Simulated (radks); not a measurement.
Question: The mean radii <r> (bohr) of the occupied orbitals of an atom or ion are listed with their occupations. Method: Dirac Kohn-Sham, relativistic LDA (MacDonald-Vosko exchange, VWN5 correlation), spin-unpolarised, spherical densities, finite nucleus; Fermi nuclear charge, rms radius of each element as measured or else 0.836 A^(1/3) + 0.57 fm; computed with a radial shooting solver on a logarithmic mesh with Libxc functionals.

orbital  occ.      <r>
1s1/2       2  0.01875
2s1/2       2  0.07850
2p1/2       2  0.06495
2p3/2       4  0.07271
3s1/2       2   0.2014
3p1/2       2   0.1909
3p3/2       4   0.2043
3d3/2       4   0.1780
3d5/2       6   0.1822
4s1/2       2   0.4005

Name the element and its charge. Open shells, if any, fill j = l - 1/2 first.

Answer: Z = 73, tantalum, charge +43: Ta43+ in [Ar] 3d10 4s2. The 1s radius gives Z: for a bare nucleus <r> = (2 gamma + 1)/(2Z) with gamma = sqrt(1 - (Z/c)^2), 0.01844 bohr for Z = 73, and screening makes it slightly larger (0.01875 here). The occupations add up to 30, and the charge is Z minus that.
